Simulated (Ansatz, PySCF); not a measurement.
Reaction (SMILES): CCCCCSC -> CCCC[CH]SC + H atom (the C-H bond at the site shown breaks; other sites are not compared here)
Structures are relaxed separately at B3LYP-D3(BJ)/def2-TZVP in Ansatz (a program for electronic structure), one conformer each, not searched for the lowest. Frequencies are from Ansatz or PySCF.

Wanted: bond dissociation energy (enthalpy at 298 K, with B3LYP-D3(BJ) rigid-rotor harmonic-oscillator terms), in eV. Valence correlation only, unless marked. Open shells are spin-unrestricted. No spin-orbit coupling. Non-relativistic. CBS marks a two-point X^-3 extrapolation of the correlation energy; Hartree-Fock from the larger set. [CCSD(T)-MP2]/basis is that difference in the basis named.

RI-MP2/CBS(cc-pV(T+d)Z,cc-pV(Q+d)Z)+[CCSD(T)-MP2]/cc-pV(T+d)Z (Ansatz) gives 4.10 eV.

**Question.** Another calculation gave 3.92 eV. Which level was it?
(A) B2PLYP/def2-TZVPD (Ansatz)
(B) SVWN5/def2-TZVPD (Ansatz)
(C) r2SCAN0/def2-TZVPD (Ansatz)

**Answer.** A, B2PLYP/def2-TZVPD (Ansatz). The others give 3.81 (r2SCAN0), 4.20 (SVWN5) eV.
